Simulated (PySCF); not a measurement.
H8N2Si2, SMILES N[SiH](N)[SiH3]. The structure is a stationary point at ωB97X-D3(BJ)/def2-SVP. Other conformers were not sampled.

Computed with ωB97X-D3(BJ)/def2-SVP run with PySCF.

Harmonic wavenumbers (cm⁻¹): 95, 128, 170, 207, 234, 315, 350, 407, 439, 513, 514, 737, 763, 818, 854, 890, 923, 949, 955, 966, 1545, 1549, 2191, 2220, 2227, 2232, 3614, 3628, 3716, 3730. Rotational constants (GHz): 5.733, 2.773, 2.107; symmetry number 1.

Q: Work out the zero-point energy and the ideal-gas rigid-rotor harmonic-oscillator thermochemistry at 298.15 K and 1 atm.

A: ZPE = ½ Σ hcν = ½ × 37881 cm⁻¹ = 54.15 kcal/mol. H − E(el) = 59.93 kcal/mol. Entropy in cal/(mol K): translation 39.48, rotation 26.66, vibration 19.89, total 86.03. G − E(el) = 34.28 kcal/mol. Cp = 30.90 cal/(mol K). Modes under 150 cm⁻¹ make the vibrational entropy uncertain.
